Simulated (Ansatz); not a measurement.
Ansatz (an electronic-structure program) input (B3LYP-D3(BJ)/def2-TZVP):

Ansatz 0.2 input:
```yaml
crystal:
  periodic: [false, false, false]
  atoms:
    - {symbol: Zn, position_ang: [0.66209432, -0.27502665, -0.42792112]}
    - {symbol: F, position_ang: [-0.53910762, 1.31758092, -0.85680781]}
    - {symbol: F, position_ang: [-0.14863634, -1.10943695, 1.24640192]}
basis:
  gaussian:
    orbitals: def2-TZVP
hamiltonian:
  xc: b3lyp
  dispersion: d3bj
total_charge: -1
magnetization: {spin_polarized: true, initial_magnetization: 1}
relax: {f_tol: 0.002, max_steps: 150}
```

End of the output:

```
the calculation of the forces begins
reference -53859.96040472 eV, -1979.3170372810 hartree; 25, 24 occupied and 85, 86 virtual orbitals, 837 factors
relax step   5: F+E_penalty+E_count = -53860.00289816 eV  Δ(F+E_penalty+E_count) = -9.571e-7 eV  max|allowed force component| = 1.003e-4 eV/Å  Δτ_max = 0.0004 Å  (22 SCF iters, accepted)
integrals: 0.04 GiB planned
837 factors; their error is unknown
mean field: 0.48 GiB planned
mean field evaluation 64: about -53859.9602 eV, gradient 1.6e-5 eV
mean field -53859.96019673 eV, -1979.3170296375 hartree, gradient 1.6e-5 eV, S^2 0.751353; 1 other end points of the search recorded, 0 dependent functions left out
the calculation of the forces begins
reference -53859.96040472 eV, -1979.3170372810 hartree; 25, 24 occupied and 85, 86 virtual orbitals, 837 factors
Total energy: -53860.00310615 eV, -1979.3186065296 hartree
Atom 0 at     0.511620    -0.218011    -0.335092 Å, force    -0.000100     0.000039     0.000061 eV/Å
Atom 1 at    -0.465083     1.297427    -0.910594 Å, force     0.000061    -0.000086     0.000026 eV/Å
Atom 2 at    -0.072187    -1.146299     1.207359 Å, force     0.000039     0.000046    -0.000087 eV/Å
Dipole moment:     0.215178    -0.080962    -0.133332 e Å
```

The spin state was set by rule; other spins were not relaxed.
